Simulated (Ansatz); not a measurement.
`[AlH2][O]C[SiH3]` + H–F → `FC[SiH3]` + `[OH][AlH2]` at 500 K and 1 bar (substitution at a C–O bond).

Isolated molecules relaxed with PBE0-D4/def2-TZVP in Ansatz; ΔE leaves out vibrations. CCSD(T)/CBS adds triple-zeta CCSD(T) − MP2 to the extrapolated MP2 energy (def2 sets, frozen cores). This one scheme is used for every species. One conformer a species, not always the lowest.

```json
{"species": "`[AlH2][O]C[SiH3]`", "CCSD(T)/CBS energy (Eh)": "-648.54228", "H − E (kJ/mol)": "232.4", "S (J/(mol·K))": "420.4"}
{"species": "H–F", "CCSD(T)/CBS energy (Eh)": "-100.39570", "H − E (kJ/mol)": "39.4", "S (J/(mol·K))": "188.7"}
{"species": "`FC[SiH3]`", "CCSD(T)/CBS energy (Eh)": "-429.90570", "H − E (kJ/mol)": "175.1", "S (J/(mol·K))": "332.8"}
{"species": "`[OH][AlH2]`", "CCSD(T)/CBS energy (Eh)": "-319.03157", "H − E (kJ/mol)": "95.7", "S (J/(mol·K))": "286.7"}
```

H − E and S are ideal-gas, rigid-rotor, harmonic terms from PBE0-D4/def2-TZVP, for one conformer and one mirror image of each species. 1 Eh = 2625.50 kJ/mol, R = 8.31446 J/(mol·K).

Question: By hand: ΔE, ΔH, ΔS and ΔG.

Answer: ΔE = (-429.90570) + (-319.03157) − (-648.54228) − (-100.39570) = 0.00071 Eh = 1.9 kJ/mol. Δ(H − E) = 175.1 + 95.7 − 232.4 − 39.4 = -1.0, so ΔH = 0.9 kJ/mol. ΔS = 332.8 + 286.7 − 420.4 − 188.7 = 10.4 J/(mol·K). ΔG = 0.9 − 500 × (10.4)/1000 = -4.3 kJ/mol.

Question: By hand: the equilibrium constant, and the temperature at which ΔG would vanish if ΔH and ΔS stayed fixed.

Answer: log₁₀ K = −ΔG/(RT ln 10) = 0.4. ΔG = 0 at ΔH/ΔS = 87 K, though so small a ΔH makes that figure unsure.

TΔS isn't small against ΔH here. The sign of ΔG lies within the doubt. A doubt of 5 kJ/mol in ΔE shifts log₁₀ K by 0.5 here. Other conformers and mirror images would add mixing entropy, several J/(mol·K) or more a flexible species. Modes under 60 cm⁻¹, often nearly free rotors, make the harmonic entropy too high. These are equilibria of isolated gas molecules and say nothing of rates. Largest T1 diagnostic: 0.013 (customary marks: 0.02 for closed shells, 0.045 for open ones).
